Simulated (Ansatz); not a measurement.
`C#[C][GaH2]` + H₂O → `[OH][GaH2]` + `C#C` at 298.15 K and 1 bar (formal hydrolysis of a Ga–C bond).

Gas-phase electronic energies from Ansatz, PBE0-D4/def2-TZVP geometries. CBS: MP2 limit from def2 TZ/QZ plus the TZ coupled-cluster correction, frozen cores. This one scheme is used for every species. For Ga outer-core shells are correlated without core-valence functions, which leaves a few kJ/mol of doubt a bond. Scalar relativity is left out up to krypton.

```json
{"species": "`C#[C][GaH2]`", "CCSD(T)/CBS energy (Eh)": "-2001.76834", "H − E (kJ/mol)": "98.0", "S (J/(mol·K))": "284.1"}
{"species": "H₂O", "CCSD(T)/CBS energy (Eh)": "-76.37941", "H − E (kJ/mol)": "66.4", "S (J/(mol·K))": "188.7"}
{"species": "`[OH][GaH2]`", "CCSD(T)/CBS energy (Eh)": "-2000.92981", "H − E (kJ/mol)": "82.7", "S (J/(mol·K))": "263.1"}
{"species": "`C#C`", "CCSD(T)/CBS energy (Eh)": "-77.22717", "H − E (kJ/mol)": "80.8", "S (J/(mol·K))": "200.2"}
```

H − E and S are ideal-gas, rigid-rotor, harmonic terms from PBE0-D4/def2-TZVP. 1 Eh = 2625.50 kJ/mol, R = 8.31446 J/(mol·K).

Question: By hand: ΔE, ΔH, ΔS and ΔG.

Answer: ΔE = (-2000.92981) + (-77.22717) − (-2001.76834) − (-76.37941) = -0.00923 Eh = -24.2 kJ/mol. Δ(H − E) = 82.7 + 80.8 − 98.0 − 66.4 = -0.9, so ΔH = -25.1 kJ/mol. ΔS = 263.1 + 200.2 − 284.1 − 188.7 = -9.5 J/(mol·K). ΔG = -25.1 − 298.15 × (-9.5)/1000 = -22.3 kJ/mol.

Question: By hand: the equilibrium constant, and the temperature at which ΔG would vanish if ΔH and ΔS stayed fixed.

Answer: log₁₀ K = −ΔG/(RT ln 10) = 3.9. ΔG = 0 at ΔH/ΔS = 2642 K, far beyond where these terms or the molecules hold.

The number of gas molecules stays the same, so ΔS is small and ΔH decides. A doubt of 5 kJ/mol in ΔE shifts log₁₀ K by 0.9 here. These are equilibria of isolated gas molecules and say nothing of rates. Largest T1 diagnostic: 0.015 (customary marks: 0.02 for closed shells, 0.045 for open ones).
